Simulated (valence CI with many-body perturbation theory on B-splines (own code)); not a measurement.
**Hg39+: E2, M1 decay**

Level of theory: configuration interaction combined with many-body perturbation theory (CI+MBPT): five valence electrons over a frozen Dirac-Fock core [Kr], a basis of 7 s, 7 p, 8 d, 6 f, 4 g, 1 h functions for each j, with the one-electron correlation potential Σ1, the two-electron term Σ2, the three-electron term Σ3, Breit, model QED; selected CI, second order for the rest, scaled by the run's own slope (own B-spline code, finite nucleus).

The last digits are not significant, and no measured levels were compared; by estimate large intervals hold to a few tenths of a per cent, small ones and those within an open d or f shell to about a per cent. The list stops below the first excitations out of the core.

Lines 51 to 100 of 120 in falling wavelength, among levels below 1163200 cm⁻¹, chosen from the decays that carry over 1 % of a level's rate. Wavelengths and rates use the calculated energies. Electric multipoles are in the length gauge, E1 and E2 with the static RPA response of the core. Weak lines are less certain than strong ones. Lines between different terms over intervals too small for the method are left out, as are lines whose strength nearly cancels. The highest levels of a list are the least certain. Branching is blank where the lifetime is uncertain.

Levels are named by their leading jj configuration (3d3/2^4 stands for four electrons in 3d with j = 3/2), which in mixed levels can hold well under half, so a name can repeat and another be missing. Letters in brackets count levels of one name in rising energy.

```csv
λ vac (Å),Upper,Lower,Type,A (s⁻¹),Branch %
467.7,(4d3/2 4d5/2^4) J=7/2 [a],(4d3/2^2 4d5/2^3) J=5/2 [b],M1,6.88e+04,16.2
466.2,(4d3/2^2 4d5/2^3) J=5/2 [c],(4d3/2^3 4d5/2^2) J=7/2 [b],M1,7.73e+04,28.9
462.9,(4d3/2^2 4d5/2^3) J=1/2 [a],(4d3/2^3 4d5/2^2) J=3/2 [a],M1,1.74e+05,65.4
461.8,(4d3/2 4d5/2^4) J=5/2 [a],(4d3/2^2 4d5/2^3) J=7/2 [a],M1,9.21e+04,14.9
461.7,(4d3/2 4d5/2^4) J=9/2,(4d3/2^2 4d5/2^3) J=7/2 [b],M1,4.10e+04,13.6
461.6,(4d3/2^2 4d5/2^3) J=13/2,(4d3/2^3 4d5/2^2) J=11/2,M1,2.95e+04,99.7
457.1,(4d3/2^3 4d5/2^2) J=3/2 [a],(4d3/2^4 4d5/2) J=5/2,M1,2.03e+05,100.0
449.4,(4d3/2^2 4d5/2^3) J=3/2 [b],(4d3/2^3 4d5/2^2) J=1/2,M1,1.68e+04,15.8
448.2,(4d3/2 4d5/2^4) J=9/2,(4d3/2^2 4d5/2^3) J=9/2 [b],M1,1.19e+05,39.6
447.9,(4d3/2 4d5/2^4) J=3/2 [a],(4d3/2^2 4d5/2^3) J=5/2 [b],M1,6.31e+04,11.8
446.8,(4d3/2^2 4d5/2^3) J=3/2 [a],(4d3/2^3 4d5/2^2) J=3/2 [a],M1,1.82e+05,46.7
446.4,(4d3/2 4d5/2^4) J=5/2 [b],(4d3/2^2 4d5/2^3) J=3/2 [b],M1,7.60e+04,22.3
443.6,(4d3/2^2 4d5/2^3) J=7/2 [b],(4d3/2^3 4d5/2^2) J=5/2 [b],M1,4.05e+03,5.3
441.3,(4d3/2 4d5/2^4) J=3/2 [a],(4d3/2^2 4d5/2^3) J=3/2 [a],M1,2.13e+05,40.0
440.3,(4d3/2^2 4d5/2^3) J=5/2 [b],(4d3/2^3 4d5/2^2) J=3/2 [a],M1,3.02e+04,14.3
435.2,(4d3/2^2 4d5/2^3) J=9/2 [b],(4d3/2^3 4d5/2^2) J=9/2,M1,1.47e+05,56.4
434.7,(4d3/2^2 4d5/2^3) J=5/2 [c],(4d3/2^3 4d5/2^2) J=5/2 [b],M1,6.06e+03,2.3
434.5,(4d3/2 4d5/2^4) J=11/2,(4d3/2^2 4d5/2^3) J=13/2,M1,4.73e+04,13.8
430.8,(4d3/2^2 4d5/2^3) J=5/2 [b],(4d3/2^3 4d5/2^2) J=7/2 [a],M1,6.87e+04,32.6
429.8,(4d3/2^2 4d5/2^3) J=3/2 [b],(4d3/2^3 4d5/2^2) J=5/2 [b],M1,4.86e+04,45.6
426.7,(4d3/2 4d5/2^4) J=3/2 [a],(4d3/2^2 4d5/2^3) J=1/2 [a],M1,1.60e+05,30.0
423.5,(4d3/2 4d5/2^4) J=7/2 [a],(4d3/2^2 4d5/2^3) J=9/2 [a],M1,1.44e+05,33.7
423.2,(4d3/2^2 4d5/2^3) J=7/2 [b],(4d3/2^3 4d5/2^2) J=9/2,M1,4.17e+04,54.6
420.9,(4d3/2^3 4d5/2^2) J=9/2,(4d3/2^4 4d5/2) J=5/2,E2,4.36e+01,21.3
417.9,(4d3/2^2 4d5/2^3) J=7/2 [c],(4d3/2^3 4d5/2^2) J=7/2 [b],M1,5.59e+04,38.9
416.0,(4d3/2^2 4d5/2^3) J=7/2 [a],(4d3/2^3 4d5/2^2) J=5/2 [a],M1,5.21e+04,24.4
413.6,(4d3/2^2 4d5/2^3) J=1/2 [b],(4d3/2^3 4d5/2^2) J=1/2,M1,8.65e+04,41.6
408.4,(4d3/2^2 4d5/2^3) J=9/2 [b],(4d3/2^3 4d5/2^2) J=11/2,M1,4.89e+04,18.8
407.0,(4d3/2 4d5/2^4) J=11/2,(4d3/2^2 4d5/2^3) J=9/2 [a],M1,6.14e+04,17.9
407.0,(4d3/2 4d5/2^4) J=5/2 [a],(4d3/2^2 4d5/2^3) J=5/2 [a],M1,4.70e+05,76.3
405.0,(4d3/2 4d5/2^4) J=7/2 [a],(4d3/2^2 4d5/2^3) J=7/2 [a],M1,1.24e+05,29.0
402.5,(4d3/2^3 4d5/2^2) J=5/2 [b],(4d3/2^4 4d5/2) J=5/2,M1,2.87e+03,41.4
402.5,(4d3/2^3 4d5/2^2) J=5/2 [b],(4d3/2^4 4d5/2) J=5/2,E2,2.40e+02,3.5
398.6,(4d3/2 4d5/2^4) J=11/2,(4d3/2^2 4d5/2^3) J=11/2,M1,2.00e+05,58.5
394.3,(4d3/2^2 4d5/2^3) J=9/2 [b],(4d3/2^3 4d5/2^2) J=7/2 [a],M1,4.14e+04,15.9
392.4,(4d3/2^2 4d5/2^3) J=7/2 [c],(4d3/2^3 4d5/2^2) J=5/2 [b],M1,2.69e+04,18.7
386.7,(4d3/2^3 4d5/2^2) J=1/2,(4d3/2^4 4d5/2) J=5/2,E2,1.44e+02,9.2
385.8,(4d3/2 4d5/2^4) J=5/2 [b],(4d3/2^2 4d5/2^3) J=5/2 [b],M1,9.76e+04,28.6
385.3,(4d3/2^2 4d5/2^3) J=3/2 [c],(4d3/2^3 4d5/2^2) J=3/2 [b],M1,3.51e+04,
385.0,(4d3/2^2 4d5/2^3) J=5/2 [c],(4d3/2^3 4d5/2^2) J=3/2 [a],M1,4.21e+04,15.8
384.5,(4d3/2^2 4d5/2^3) J=7/2 [b],(4d3/2^3 4d5/2^2) J=7/2 [a],M1,3.01e+03,3.9
381.2,(4d3/2^2 4d5/2^3) J=3/2 [b],(4d3/2^3 4d5/2^2) J=3/2 [a],M1,3.26e+04,30.6
380.9,(4d3/2 4d5/2^4) J=5/2 [b],(4d3/2^2 4d5/2^3) J=3/2 [a],M1,2.68e+04,7.9
378.8,(4d3/2^3 4d5/2^2) J=7/2 [b],(4d3/2^4 4d5/2) J=5/2,M1,4.82e+03,94.0
377.7,(4d3/2^2 4d5/2^3) J=5/2 [c],(4d3/2^3 4d5/2^2) J=7/2 [a],M1,9.43e+04,35.3
376.3,(4d3/2^2 4d5/2^3) J=7/2 [c],(4d3/2^3 4d5/2^2) J=9/2,M1,5.73e+04,39.9
374.7,(4d3/2 4d5/2^4) J=9/2,(4d3/2^2 4d5/2^3) J=9/2 [a],M1,4.79e+03,1.6
373.7,(4d3/2^2 4d5/2^3) J=9/2 [c],(4d3/2^3 4d5/2^2) J=7/2 [b],M1,5.96e+04,74.2
370.1,(4d3/2^2 4d5/2^3) J=3/2 [a],(4d3/2^3 4d5/2^2) J=5/2 [a],M1,1.17e+05,30.0
367.6,(4d3/2^2 4d5/2^3) J=5/2 [d],(4d3/2^3 4d5/2^2) J=3/2 [b],M1,5.47e+04,33.0
```
